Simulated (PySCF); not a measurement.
Gas-phase reaction: 5 CH3CF3 + C2HF = C4H8 (isobutene) + 4 CH2FCF3

Computed with PySCF (xtb for GFN2) and rigid-rotor harmonic-oscillator thermochemistry at 1 bar. † marks an energy on the PBE0/def2-TZVP geometry and frequencies; other levels use their own. MP2 freezes the core. All species are closed-shell singlets. MP2 isn't extrapolated to the basis-set limit; its ΔH°(298 K) is 38.4 kJ in def2-SVP and 16.0 kJ in def2-TZVPP. The harmonic model lacks anharmonicity and excited electronic states, which grow with temperature; levels with a mode under 35 cm⁻¹ are left out. Internal rotation in CH3CF3, C4H8 (isobutene), CH2FCF3 is treated as a harmonic vibration of one conformer, which makes the entropy rough.

| level | ΔE electronic, kJ | ΔH°(298 K), kJ | ΔS°(298 K), J/K | ΔG°(2500 K), kJ |
|---|---|---|---|---|
| BLYP/def2-TZVP† | 10 | 26 | -106 | 297 |
| GFN2-xTB | 39 | 50 | -103 | 308 |
| MP2/def2-SVP† | 23 | 38 | -106 | 310 |
| MP2/def2-TZVPP† | 0 | 16 | -106 | 287 |
| PBE/def2-SVP | 5 | 19 | -103 | 280 |
| PBE/def2-TZVP† | -7 | 8 | -106 | 280 |
| PBE0/def2-QZVP† | -15 | 0 | -106 | 272 |
| PBE0/def2-SVP† | -4 | 12 | -106 | 283 |
| PBE0/def2-TZVP | -15 | 1 | -106 | 272 |
| ωB97M-V/def2-TZVP† | -7 | 9 | -106 | 280 |
| ωB97X-V/def2-TZVP† | -19 | -4 | -106 | 268 |
ΔH° is lowest at ωB97X-V/def2-TZVP† and highest at GFN2-xTB. No reference value is set beside these.
